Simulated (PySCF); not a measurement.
**Ga: excitation energy**

Ga [Ar] 3d10 4s2 4p1 (2P) → Ga [Ar] 3d10 4s2 5s1 (2S), as a difference of total energies. All numbers are calculated (PySCF 2.14, scalar relativity through the core potential, in aug-cc-pwCVDZ-PP with ECP10MDF). Correlated levels: valence: 3s2 3p6 3d10 frozen; valence and next inner shell: nothing frozen outside the core potential. The calculations carry no spin-orbit coupling.

| method | excitation energy (eV) |
| --- | --- |
| UHF | 2.898 |
| LDA | 2.960 |
| PBE | 2.890 |
| PBE0 | 2.962 |
| r2SCAN | 3.162 |
| r2SCAN0 | 3.166 |
| PW91 | 2.924 |
| revPBE | 2.861 |
| wB97X | 3.039 |
| MP2 (valence) | 2.917 |
| SCS-MP2 (valence) | 2.914 |
| MP2 (valence and next inner shell) | 2.901 |
| SCS-MP2 (valence and next inner shell) | 2.880 |

Errors of the correlated levels include the incompleteness of this basis and the frozen core.

For comparison: 3.005 eV (measured; NIST levels, between the centres of gravity of the two terms).
